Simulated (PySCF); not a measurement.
**Bonding in `C[Si](C)(Cl)[Si](C)(C)Cl`**

Species: C4H12Cl2Si2.
Numbering: `[CH3:1][Si:2]([CH3:3])([Cl:4])[Si:5]([CH3:6])([CH3:7])[Cl:8]` (hydrogens: H9, H10, H11 on C1; H12, H13, H14 on C3; H15, H16, H17 on C6; H18, H19, H20 on C7)

Structure used (GFN2-xTB), in Å, numbered top down from 1:
```xyz
20
C4H12Cl2Si2 angstrom
C     -2.323   -1.128   -0.262
Si    -0.992   -0.077    0.616
C     -1.739    1.631    1.032
Cl    -0.598   -1.000    2.408
Si     0.992    0.078   -0.615
C      1.737   -1.629   -1.033
C      2.324    1.129    0.261
Cl     0.599    1.002   -2.405
H     -3.234   -1.195    0.328
H     -1.974   -2.142   -0.437
H     -2.584   -0.700   -1.225
H     -1.047    2.233    1.615
H     -2.655    1.538    1.609
H     -1.973    2.183    0.127
H      1.971   -2.181   -0.128
H      1.044   -2.231   -1.615
H      2.653   -1.538   -1.612
H      3.235    1.195   -0.327
H      2.582    0.701    1.225
H      1.976    2.143    0.435
```

Bond orders from the PBE0/pcSseg-1 density (PySCF). The structure is a single GFN2-xTB conformer in the gas phase; no vibrational or solvent corrections.

Problem. How far do the computed orders between heavy atoms stray from the drawn ones?

Solution. The largest departure is 0.134, at Si2–Si5 (drawn single, 0.866). Drawn single, order below 0.88: Si2–Si5 (0.866).

Problem. Give the Mayer order of every bond, beside its length.

Solution. 
```csv
bond,drawn as,length (Å),Mayer order
C1–Si2,single,1.909,0.966
Si2–C3,single,1.909,0.967
Si2–Cl4,single,2.054,0.945
Si2–Si5,single,2.341,0.866
Si5–C6,single,1.909,0.967
Si5–C7,single,1.909,0.967
Si5–Cl8,single,2.053,0.946
C1–H9,single,1.087,0.952
C1–H10,single,1.087,0.953
C1–H11,single,1.086,0.949
C3–H12,single,1.087,0.953
C3–H13,single,1.087,0.952
C3–H14,single,1.086,0.949
C6–H15,single,1.086,0.949
C6–H16,single,1.087,0.953
C6–H17,single,1.087,0.952
C7–H18,single,1.087,0.952
C7–H19,single,1.086,0.949
C7–H20,single,1.087,0.953
```

Problem. Sum the orders of all bonds at each heavy atom with more than one neighbour and set the sums beside the valence in the SMILES.

Solution. C1 3.820 (drawn 4), Si2 3.744 (drawn 4), C3 3.821 (drawn 4), Si5 3.746 (drawn 4), C6 3.821 (drawn 4), C7 3.821 (drawn 4). Orders between atoms that aren't bonded are not in these sums.

For a closed shell the Mayer order of atoms A and B is Σ (PS)μν (PS)νμ over the basis functions μ on A and ν on B, with P the density and S the overlap matrix.
